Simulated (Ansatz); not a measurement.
InNH3Cl (SMILES [NH2][InH][Cl]): the energy to break a bond

The species is InNH3Cl (6 atoms), meant as a singlet with charge 0. As SMILES, `[NH2][InH][Cl]`. The shape was relaxed beforehand at B3LYP/def2-SVP.

```tsv
atom	x (Å)	y (Å)	z (Å)
N	-1.0392	0.1978	-0.5098
In	0.8006	0.1361	0.3306
Cl	1.0294	-1.8040	1.6884
H	-1.2203	0.7720	-1.3290
H	-1.5910	-0.6561	-0.5423
H	2.0626	1.2903	0.3158
```

Wanted: the dissociation energy of the H5–N1 bond into doublet H and doublet InNH2Cl (shapes relaxed at B3LYP/def2-SVP, no zero-point term). 1 Eh = 2625.50 kJ/mol = 27.2114 eV. Totals in Eh; open shells run unrestricted unless said.

| level | program | InNH3Cl | doublet H | doublet InNH2Cl |
| --- | --- | --- | --- | --- |
| PBE/def2-TZVP (core potential) | Ansatz | -706.724038 | -0.499616 | -706.043457 |
| B3LYP/def2-TZVP (core potential) | Ansatz | -707.066213 | -0.502154 | -706.382329 |
| wB97M-V/def2-TZVP (core potential) | Ansatz | -706.879310 | -0.494111 | -706.197392 |

Problem. Work out the dissociation energy at each level.

Solution. 
1. PBE/def2-TZVP (core potential): (-0.499616) + (-706.043457) − (-706.724038) = 0.180965 Eh = 475.1 kJ/mol = 4.92 eV.
2. B3LYP/def2-TZVP (core potential): (-0.502154) + (-706.382329) − (-707.066213) = 0.181730 Eh = 477.1 kJ/mol = 4.95 eV.
3. wB97M-V/def2-TZVP (core potential): (-0.494111) + (-706.197392) − (-706.879310) = 0.187807 Eh = 493.1 kJ/mol = 5.11 eV.

The levels span 475 to 493 kJ/mol; no measured value is set beside them. A bond enthalpy at 298 K also holds the loss of zero-point energy and thermal terms.
